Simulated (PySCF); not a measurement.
CH2I2, SMILES ICI. Atoms are numbered in the order given.

```xyz
5

I     -1.8115     0.0000     0.0904
C      0.0000     0.0000    -1.0433
I      1.8115     0.0000     0.0904
H      0.0000     0.9029    -1.6617
H      0.0000    -0.9029    -1.6617
```

Geometry: PBE0-D3(BJ)/def2-SVP. The def2 effective core potentials stand for the cores of I; spin–orbit coupling is left out.

These are PySCF with M06-2X/def2-TZVPD values and carry that method's errors.

Mulliken values depend strongly on the basis, most of all with diffuse functions as here. ESP charges are fitted to the potential on shells at 1.4 to 2.0 van der Waals radii. Atomic charges (e):

```
atom  Mulliken     ESP fit
----  --------  ----------
I1       -0.02  (withheld)
C2       -0.60  (withheld)
I3       -0.02  (withheld)
H4        0.32  (withheld)
H5        0.32  (withheld)
```

Question: Complete the blanks. (Estimate from the structure and the level; the computed values follow.)

Answer: 
- I1, ESP fit: 0.06
- C2, ESP fit: -0.83
- I3, ESP fit: 0.06
- H4, ESP fit: 0.36
- H5, ESP fit: 0.36
